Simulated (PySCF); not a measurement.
**Os+: excitation energy**

Os+ [Xe] 4f14 5d6 6s1 (6D) → Os+ [Xe] 4f14 5d5 6s2 (6S), as a difference of total energies. Computed with PySCF 2.14 in x2c-TZVPPall (11s7p7d3f1g, 97 functions), with the spin-free X2C one-electron Hamiltonian (Gaussian nucleus). Correlated levels: valence: [Xe] 4f14 frozen. The calculations carry no spin-orbit coupling.

| method | excitation energy (eV) |
| --- | --- |
| UHF | 0.995 |
| MP2 (valence) | 0.890 |
| SCS-MP2 (valence) | 0.840 |
| CCSD (valence) | 0.827 |
| CCSD(T) (valence) | 0.801 |

How much does correlation contribute at CCSD(T) (valence)?

0.801 − (0.995) = -0.194 eV, measured against UHF.

Errors of the correlated levels include the incompleteness of this basis and the frozen core.

For comparison: 0.615 eV (measured; NIST levels, between the centres of gravity of the two terms).
